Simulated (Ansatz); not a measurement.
Cost and result for the atomization energy of CH6FGeNS, SMILES `[CH3][Ge]([NH2])([F])[SH]` (11 atoms, 10 bonds).

| atom | x (Å) | y (Å) | z (Å) |
| --- | --- | --- | --- |
| C1 | -0.098 | 1.465 | 0.244 |
| Ge2 | -0.180 | -0.384 | -0.336 |
| N3 | -0.389 | -1.724 | 0.868 |
| F4 | -1.645 | -0.479 | -1.274 |
| S5 | 1.573 | -0.976 | -1.538 |
| H6 | -0.052 | 2.123 | -0.624 |
| H7 | -0.996 | 1.699 | 0.816 |
| H8 | 0.781 | 1.626 | 0.868 |
| H9 | -1.254 | -1.725 | 1.388 |
| H10 | 0.394 | -1.911 | 1.475 |
| H11 | 1.867 | 0.287 | -1.888 |

Total charge 0; spin multiplicity 1. Correlated methods include outer-core shells of Ge, which these sets cover unevenly. Scalar relativity is left out up to krypton. All single points use the PBE0-D4/def2-TZVP geometry. It is one conformer, not always the lowest. Program: Ansatz. Hardware: A = 2 threads of an AMD EPYC 7R13 on a shared host; B = 2 threads of an AMD EPYC 7R13 on a shared host and a share of an NVIDIA H100 80 GB. Times are those of one run each, without the atoms' runs, and a repeat can differ threefold. Electronic energies, without spin–orbit coupling; frozen cores. CCSD(T)/CBS adds CCSD(T) − MP2 in def2-TZVPP to the MP2 limit, and its time is that of the two runs behind it. T1 = 0.011. With those shells the extrapolation isn't a true limit. B3LYP takes the VWN-RPA correlation (the form of Gaussian; ORCA's B3LYP/G).

CCSD(T)/CBS is a level of theory with its own doubt, some kJ/mol a heavy atom from the limit and from the frozen cores, so smaller differences don't rank the functionals.

```csv
level,functions,wall time,atomization (kJ/mol),difference from CCSD(T)/CBS,per bond
CCSD(T)/def2-TZVPP [B],267,3.6 s,3723.3,-102.4,-10.2
MP2/def2-QZVPP [B],510,3.7 s,3839.9,14.2,1.4
PBE-D4/def2-TZVPP (with forces) [A],267,4.2 s,3870.6,44.9,4.5
PBE0-D4/def2-TZVPP [A],267,6.5 s,3797.9,-27.8,-2.8
CCSD(T)/CBS(def2),–,7.3 s,3825.7,0.0,0.0
r2SCAN-D4/def2-TZVPP (with forces) [A],267,7.5 s,3813.5,-12.2,-1.2
B3LYP-D4/def2-TZVPP (with forces) [A],267,9.5 s,3796.6,-29.1,-2.9
B2PLYP/def2-TZVPP [A],267,12 s,3762.9,-62.8,-6.3
ωB97X-V/def2-TZVPP [A],267,13 s,3834.6,8.9,0.9
ωB97M-V/def2-TZVPP (with forces) [A],267,20 s,3818.2,-7.5,-0.8
```

From PBE to PBE0 (25 % exact exchange), in def2-TZVPP and without D4, the atomization energy moves by −69.1 kJ/mol: exact exchange takes away binding that semilocal exchange gives to molecules. In def2-TZVPP, CCSD(T) changes the Hartree–Fock value by +1038.8 kJ/mol (the triples alone add +61.3 kJ/mol) and MP2 by +1095.0 kJ/mol; breaking electron pairs costs correlation energy, which Hartree–Fock lacks. The D4 term adds +39.9 kJ/mol with B3LYP and +21.1 kJ/mol with PBE0; it sums over pairs of atoms, weighted by their polarisabilities, and B3LYP, whose exchange is more repulsive, gets the larger term.
